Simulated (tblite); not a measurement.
Compound: C₇H₁₃BFN.
Numbering: `[CH3:1][C:2]#[N+:3][BH2-:4][C@@:5]1([CH3:6])[CH2:7][C@H:8]1[CH2:9][F:10]` (hydrogens: H11, H12, H13 on C1; H14, H15 on B4; H16, H17, H18 on C6; H19, H20 on C7; H21 on C8; H22, H23 on C9)
Bond orders are those of one Lewis drawing.

Computed with GFN2-xTB (tblite), gas phase: L-BFGS steps from a force-field or distance-geometry start until the largest atomic force falls under 0.01 eV/Å.

Step 52: E = -828.9224 eV
```
atom  x, y, z in Å  |  force x, y, z in eV/Å
C1      3.6833    0.0709   -0.4128   -0.017  -0.010   0.002
C2      2.3927   -0.1437    0.1680   -0.017  -0.034  -0.005
N3      1.3580   -0.3363    0.6319    0.003   0.009   0.017
B4      0.0330   -0.5489    1.2407    0.003   0.006  -0.060
C5     -1.0586   -0.5750    0.0275   -0.015  -0.022   0.035
C6     -1.0260   -1.8303   -0.8261    0.003   0.030   0.001
C7     -2.4186    0.0292    0.2523    0.039  -0.028   0.020
C8     -1.4552    0.6912   -0.6908   -0.014  -0.008  -0.003
C9     -0.8211    2.0111   -0.3477   -0.013  -0.017   0.004
F10    -1.4944    3.0596   -0.9474   -0.035  -0.013  -0.024
H11     3.8103   -0.5967   -1.2658    0.024   0.014  -0.003
H12     4.4614   -0.1366    0.3233   -0.035  -0.005  -0.011
H13     3.7793    1.1042   -0.7481   -0.026  -0.013   0.005
H14     0.0971   -1.5994    1.7955    0.035  -0.022   0.021
H15    -0.0983    0.3624    1.9956   -0.030  -0.006   0.026
H16    -1.7832   -1.8032   -1.6097    0.005   0.019   0.002
H17    -0.0514   -1.9511   -1.2982    0.026   0.006  -0.014
H18    -1.2097   -2.7086   -0.2096    0.005   0.015   0.017
H19    -2.6071    0.5042    1.2038   -0.023   0.021  -0.046
H20    -3.2863   -0.4619   -0.1701    0.048   0.034   0.039
H21    -1.6778    0.6066   -1.7493    0.007   0.031  -0.034
H22    -0.8413    2.2069    0.7265    0.008  -0.008   0.009
H23     0.2092    2.0727   -0.7202    0.020   0.001   0.002
```

Step 53: E = -828.9233 eV
```
atom  x, y, z in Å  |  force x, y, z in eV/Å
C1      3.6832    0.0705   -0.4143   -0.018  -0.013   0.005
C2      2.3929   -0.1466    0.1657   -0.032  -0.024   0.004
N3      1.3589   -0.3357    0.6325    0.002   0.003   0.019
B4      0.0349   -0.5503    1.2421   -0.017   0.001  -0.040
C5     -1.0581   -0.5760    0.0300   -0.004   0.001  -0.009
C6     -1.0266   -1.8292   -0.8263    0.012   0.001  -0.004
C7     -2.4173    0.0281    0.2536    0.027   0.007   0.000
C8     -1.4543    0.6902   -0.6899   -0.001   0.002  -0.013
C9     -0.8220    2.0112   -0.3473   -0.007  -0.009  -0.010
F10    -1.4969    3.0576   -0.9504   -0.033  -0.021  -0.005
H11     3.8129   -0.5971   -1.2666    0.023   0.019  -0.011
H12     4.4596   -0.1366    0.3232   -0.019  -0.008  -0.001
H13     3.7783    1.1047   -0.7470   -0.027  -0.016  -0.005
H14     0.0992   -1.6014    1.7976    0.039  -0.010   0.007
H15    -0.1005    0.3594    1.9992   -0.017  -0.011   0.012
H16    -1.7830   -1.8025   -1.6117    0.015   0.024   0.033
H17    -0.0518   -1.9513   -1.2994    0.014   0.012   0.002
H18    -1.2103   -2.7068   -0.2083    0.003   0.009  -0.002
H19    -2.6080    0.5090    1.2015   -0.022   0.007  -0.030
H20    -3.2843   -0.4612   -0.1709    0.032   0.020   0.043
H21    -1.6763    0.6083   -1.7495    0.012   0.014  -0.009
H22    -0.8435    2.2076    0.7271    0.013  -0.001  -0.010
H23     0.2082    2.0756   -0.7216    0.006  -0.007   0.022
```

Step 54: E = -828.9239 eV
```
atom  x, y, z in Å  |  force x, y, z in eV/Å
C1      3.6807    0.0697   -0.4158   -0.016  -0.013   0.004
C2      2.3916   -0.1486    0.1660   -0.034  -0.018   0.006
N3      1.3589   -0.3366    0.6360   -0.001   0.001   0.017
B4      0.0350   -0.5523    1.2447   -0.024  -0.003  -0.012
C5     -1.0572   -0.5767    0.0324    0.010   0.015  -0.036
C6     -1.0258   -1.8284   -0.8257    0.023  -0.020  -0.003
C7     -2.4157    0.0282    0.2522    0.013   0.030  -0.012
C8     -1.4510    0.6896   -0.6900    0.011   0.007  -0.017
C9     -0.8217    2.0120   -0.3471    0.000  -0.001  -0.014
F10    -1.5007    3.0561   -0.9504   -0.028  -0.026   0.005
H11     3.8107   -0.5976   -1.2681    0.020   0.017  -0.016
H12     4.4578   -0.1368    0.3205   -0.009  -0.010   0.008
H13     3.7751    1.1041   -0.7481   -0.030  -0.014  -0.007
H14     0.0991   -1.6042    1.8007    0.039   0.003  -0.006
H15    -0.1025    0.3558    2.0043   -0.011  -0.015   0.000
H16    -1.7872   -1.8048   -1.6067    0.020   0.025   0.042
H17    -0.0532   -1.9465   -1.3056   -0.001   0.014   0.015
H18    -1.2019   -2.7065   -0.2057    0.004   0.009  -0.016
H19    -2.6106    0.5127    1.1969   -0.017   0.005  -0.011
H20    -3.2814   -0.4593   -0.1752    0.011   0.002   0.039
H21    -1.6697    0.6084   -1.7507    0.011   0.005   0.004
H22    -0.8430    2.2082    0.7276    0.013  -0.001  -0.019
H23     0.2081    2.0806   -0.7230   -0.003  -0.012   0.029
```

Step 55: E = -828.9245 eV
```
atom  x, y, z in Å  |  force x, y, z in eV/Å
C1      3.6764    0.0687   -0.4176   -0.009  -0.013   0.001
C2      2.3892   -0.1509    0.1678   -0.022  -0.012   0.000
N3      1.3583   -0.3384    0.6418   -0.009   0.000   0.015
B4      0.0341   -0.5549    1.2483   -0.024  -0.005   0.020
C5     -1.0557   -0.5769    0.0345    0.022   0.022  -0.047
C6     -1.0239   -1.8277   -0.8245    0.024  -0.032  -0.003
C7     -2.4135    0.0293    0.2490   -0.003   0.045  -0.021
C8     -1.4459    0.6892   -0.6909    0.021   0.009  -0.016
C9     -0.8209    2.0131   -0.3471    0.006   0.008  -0.012
F10    -1.5061    3.0545   -0.9488   -0.019  -0.028   0.011
H11     3.8061   -0.5980   -1.2703    0.013   0.011  -0.019
H12     4.4558   -0.1370    0.3163   -0.005  -0.012   0.016
H13     3.7698    1.1028   -0.7503   -0.034  -0.008  -0.006
H14     0.0982   -1.6075    1.8047    0.035   0.013  -0.020
H15    -0.1051    0.3511    2.0109   -0.009  -0.016  -0.011
H16    -1.7938   -1.8088   -1.5974    0.026   0.022   0.043
H17    -0.0553   -1.9386   -1.3150   -0.011   0.011   0.024
H18    -1.1879   -2.7066   -0.2020    0.007   0.011  -0.029
H19    -2.6144    0.5169    1.1903   -0.006   0.009   0.010
H20    -3.2776   -0.4567   -0.1813   -0.013  -0.018   0.027
H21    -1.6599    0.6080   -1.7527    0.007  -0.002   0.010
H22    -0.8410    2.2085    0.7278    0.010  -0.002  -0.021
H23     0.2083    2.0871   -0.7240   -0.008  -0.013   0.026
```

**Question.** Estimate the geometry and energy of step 56. (The exact step hangs on the optimiser's Hessian estimate; all steps are aligned on step 55, rigid shifts and turns removed.)

**Answer.** E = -828.9251 eV, largest force 0.054 eV/Å
```
atom  x, y, z in Å  |  force x, y, z in eV/Å
C1      3.6723    0.0675   -0.4189   -0.002  -0.011  -0.003
C2      2.3866   -0.1531    0.1691   -0.008  -0.008  -0.006
N3      1.3574   -0.3397    0.6468   -0.011   0.001   0.010
B4      0.0329   -0.5569    1.2513   -0.017  -0.004   0.039
C5     -1.0541   -0.5767    0.0356    0.023   0.021  -0.036
C6     -1.0217   -1.8273   -0.8235    0.022  -0.025   0.001
C7     -2.4116    0.0307    0.2461   -0.016   0.046  -0.023
C8     -1.4415    0.6890   -0.6919    0.022   0.008  -0.011
C9     -0.8199    2.0138   -0.3474    0.009   0.012  -0.005
F10    -1.5108    3.0526   -0.9473   -0.010  -0.023   0.012
H11     3.8025   -0.5979   -1.2724    0.006   0.003  -0.019
H12     4.4535   -0.1376    0.3132   -0.004  -0.011   0.020
H13     3.7645    1.1015   -0.7522   -0.037  -0.003  -0.002
H14     0.0985   -1.6097    1.8077    0.026   0.013  -0.027
H15    -0.1075    0.3472    2.0158   -0.010  -0.010  -0.014
H16    -1.7988   -1.8115   -1.5888    0.023   0.016   0.029
H17    -0.0568   -1.9314   -1.3225   -0.012   0.005   0.026
H18    -1.1758   -2.7069   -0.1996    0.010   0.008  -0.031
H19    -2.6180    0.5204    1.1849    0.009   0.013   0.023
H20    -3.2747   -0.4548   -0.1854   -0.027  -0.031   0.013
H21    -1.6518    0.6078   -1.7543    0.002  -0.008   0.006
H22    -0.8385    2.2086    0.7277    0.004  -0.004  -0.016
H23     0.2087    2.0916   -0.7245   -0.005  -0.009   0.016
```

The energy changes by -0.0006 eV. The first-order estimate −F·Δx gives -0.0008 eV and the mean of the old and new forces, exact on a quadratic surface, -0.0006 eV. The step makes an angle of 80° with the force vector and moves no atom by more than 0.012 Å.

What follows is the cost of the whole relaxation. On an Intel Xeon at 2.70 GHz with one thread, no GPU, on a shared host, this took 1.2 s wall.
